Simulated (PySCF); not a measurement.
Assignment exercise: C₆H₅FO

Mapped SMILES: `[OH:1][c:2]1[cH:3][cH:4][c:5]([F:6])[cH:7][cH:8]1`; H(Xn) means a hydrogen on atom n.

PySCF 2.14 calculation with GIAO PBE0/pcSseg-1 shieldings and coordinates at the GFN2-xTB level; single conformer, relativity neglected, equivalent nuclei averaged, gas phase.

Referencing at the same level of theory: TMS for 13C (186.93 ppm) and 1H (31.72 ppm).

**Question.** Assign these signals to the numbered atoms. 13C{1H} NMR (computed): δ 166.1, 159.4, 122.2, 119.5.

**Answer.** 
| δ (ppm) | atoms | environment | reason |
| --- | --- | --- | --- |
| 166.1 | C5 | aromatic carbon bearing fluorine | the electronegative substituent deshields the carbon that carries it |
| 159.4 | C2 | aromatic carbon bearing oxygen | an ipso carbon deshielded by its heteroatom |
| 122.2 | C4/C7 | aromatic CH | – |
| 119.5 | C3/C8 | aromatic CH | π donation from the O or N substituent raises the electron density at positions ortho and para to it |

**Question.** Assign these signals to the numbered atoms. 1H NMR (400 MHz, computed): δ 7.24 (m, 2H), 6.90 (m, 2H), 4.17 (br s, 1H).

**Answer.** 
```tsv
δ (ppm)	atoms	environment	reason
7.24	H(C4)/H(C7)	hydrogen on an aromatic CH	ring-current deshielding
6.90	H(C3)/H(C8)	hydrogen on an aromatic CH	–
4.17	H(O1)	hydrogen on a phenol-type oxygen	exchangeable, gas-phase position
```

OH/NH shifts are gas-phase values; hydrogen bonding in solution moves them, usually downfield. Splittings by 19F in the carbon and heteronuclear signals aren't shown, as no couplings were computed. Shifts are as computed. Against solution values, carbons near 30 ppm lie about +3 ppm off and those near 130 ppm about +5 ppm. Of 1211 compounds with measured shifts, 218 miss one by over three times the rms of a fit or turn the order of signals round; such compounds aren't used in these exercises. No couplings were computed; multiplicities are counted from neighbouring protons, with m where these are inequivalent, close in shift, in a saturated or five-membered ring or joined by F or P, and br s for small geminal =CH2 splittings.
